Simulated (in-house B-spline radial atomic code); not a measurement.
A run on the krypton ion Kr⁺ that did not converge. Method: scalar-relativistic (X2C) r2SCAN, spin-polarised, spherical fractional occupations, Fermi nucleus of rms radius 4.1884 fm; computed with a B-spline radial code for spherical atoms.

Command:
```bash
python run_scf.py task.json out
```
Settings (nuclear radius in fm, mass in u):
```
Z                36
configuration    [Ar] 3d10 4s2 4p4 5s1
hamiltonian      x2c
method           r2scan
spin_polarised   True
nucleus          fermi
rms_radius       4.1884
atomic_mass      83.9115
speed_of_light   137.035999084
```

First and last ten iterations of the last attempt (damped for 15 steps, keeping 80 % of the old Fock matrix, then DIIS):
```
 iter        energy (Eh)    residual
    1       -2789.048319    6.84e-02
    2       -2789.053532    1.51e-03
    3       -2789.053544    1.25e-03
    4       -2789.053550    1.03e-03
    5       -2789.053554    8.42e-04
    6       -2789.053556    6.83e-04
    7       -2789.053558    5.53e-04
    8       -2789.053559    4.46e-04
    9       -2789.053559    3.59e-04
   10       -2789.053560    2.90e-04
  111       -2789.053561    5.61e-07
  112       -2789.053561    5.61e-07
  113       -2789.053561    5.61e-07
  114       -2789.053561    3.81e-07
  115       -2789.053561    5.61e-07
  116       -2789.053561    5.61e-07
  117       -2789.053561    3.81e-07
  118       -2789.053561    3.81e-07
  119       -2789.053561    3.81e-07
  120       -2789.053561    3.81e-07
 not converged after 120 iterations
```

The smallest residual met was 3.8e-07; the threshold is about 4e-07. Over the last five steps the energy moves by less than 1e-08 hartree, but the orbitals didn't meet the threshold. Time taken, with all properties: 4.7 s on 1 thread of Intel(R) Xeon(R) 6975P-C (shared host).
